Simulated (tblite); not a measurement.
C17H12 (heteroacene and heterole-fused PAH), SMILES C1=c2c(c3ccccc3c3ccccc23)=CC1 at step 0 of a GFN2-xTB optimisation (tblite, gas phase), coordinates in Å:

```
  1 C     2.740   -0.842   -0.456
  2 C     1.434   -0.554   -0.258
  3 C     1.292    0.878   -0.075
  4 C    -0.033    1.486    0.159
  5 C    -0.183    2.868    0.338
  6 C    -1.441    3.426    0.559
  7 C    -2.552    2.605    0.617
  8 C    -2.412    1.223    0.454
  9 C    -1.159    0.613    0.220
 10 C    -1.009   -0.876    0.040
 11 C    -2.105   -1.762    0.086
 12 C    -1.953   -3.144   -0.081
 13 C    -0.696   -3.681   -0.302
 14 C     0.418   -2.843   -0.366
 15 C     0.273   -1.449   -0.194
 16 C     2.492    1.464   -0.167
 17 C     3.543    0.424   -0.424
 18 H     3.166   -1.818   -0.618
 19 H     0.676    3.534    0.295
 20 H    -1.539    4.501    0.695
 21 H    -3.538    3.035    0.799
 22 H    -3.327    0.635    0.510
 23 H    -3.110   -1.399    0.268
 24 H    -2.825   -3.796   -0.038
 25 H    -0.573   -4.751   -0.438
 26 H     1.385   -3.288   -0.538
 27 H     2.715    2.518   -0.089
 28 H     4.279    0.401    0.384
 29 H     4.046    0.592   -1.383
```

(1) What are the forces on the atoms (eV/Å)?

## Answers

(1) 
```
  1 C    -0.09    0.06   -0.01
  2 C    -0.34   -0.77    0.06
  3 C    -1.32    0.56    0.16
  4 C     0.32   -0.59    0.01
  5 C    -0.36   -0.10   -0.04
  6 C     0.47   -0.04   -0.02
  7 C    -0.02   -0.58   -0.03
  8 C     0.15    0.08   -0.05
  9 C    -0.22   -0.11   -0.01
 10 C    -0.09    0.27    0.01
 11 C     0.33   -0.20   -0.01
 12 C    -0.09    0.66    0.09
 13 C     0.49    0.30   -0.09
 14 C    -0.86    0.39    0.21
 15 C     0.20    0.03   -0.07
 16 C     0.63    0.25   -0.12
 17 C    -0.41   -0.10    0.01
 18 H     0.06    0.16    0.01
 19 H    -0.16   -0.32    0.00
 20 H     0.02   -0.26   -0.04
 21 H     0.30   -0.21   -0.08
 22 H     0.36    0.04   -0.03
 23 H     0.18    0.06   -0.04
 24 H     0.24    0.25    0.00
 25 H    -0.02    0.18    0.04
 26 H     0.05    0.17    0.00
 27 H     0.03   -0.21    0.00
 28 H     0.08    0.03   -0.18
 29 H     0.07    0.01    0.23
```
